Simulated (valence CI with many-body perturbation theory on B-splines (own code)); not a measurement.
Values are calculated unless marked as measured or tabulated.
Basis-set convergence for Mo²¹⁺

Level of theory: relativistic CI+MBPT: three valence electrons over a frozen Dirac-Fock core [Ar], a basis of 7 s, 7 p, 8 d, 6 f, 4 g, 1 h functions for each j, with the one-electron correlation potential Σ1 (screened to all orders), the two-electron term Σ2, the three-electron term Σ3, Breit, model QED; selected single and double excitations, second order for the rest, scaled by the run's own slope (own B-spline code, finite nucleus).

No measured levels were compared; by estimate terms of the open shell hold to 2 to 4 % of their energy, and close levels can change places. Only levels of the ground parity were solved; by the run's estimate the other parity begins above the list, which can be wrong where configurations are misplaced.

The reference run has the lowest level 3d3 4F_3/2 and an ionisation energy of 953.647 eV. Its largest variational space holds 4841 state functions.

Names give the largest LS component (configuration and term), which can be under half, so a name can repeat, a term be missing and a line seem to break the LS rules; names also repeat where a configuration has a term twice. Letters in brackets count levels of one name in rising energy.

Changed runs:
A. basis 6 s, 6 p, 5 d, 5 f, 1 g
B. basis 5 s, 5 p, 4 d, 4 f

Excitation energies of the reference run in cm⁻¹, and shifts in cm⁻¹:

| Level | Reference | A | B |
| --- | --- | --- | --- |
| 3d3 4F_5/2 | 17012 | -46 | -71 |
| 3d3 4F_7/2 | 32708 | -33 | -42 |
| 3d3 4F_9/2 | 45449 | +30 | +78 |
| 3d3 4P_3/2 | 59068 | +288 | +568 |
| 3d3 4P_1/2 | 65681 | +210 | +446 |
| 3d3 2G_7/2 | 81332 | +324 | +644 |
| 3d3 2H_9/2 | 85012 | +296 | +662 |
| 3d3 4P_5/2 | 88842 | +148 | +318 |
| 3d3 2D_3/2 [a] | 100228 | +331 | +592 |
| 3d3 2P_1/2 | 107172 | +452 | +910 |
| 3d3 2H_11/2 | 116338 | +383 | +896 |
| 3d3 2D_5/2 [a] | 123636 | +439 | +757 |
| Ionisation energy (eV) | 953.647 | -0.048 | -0.060 |
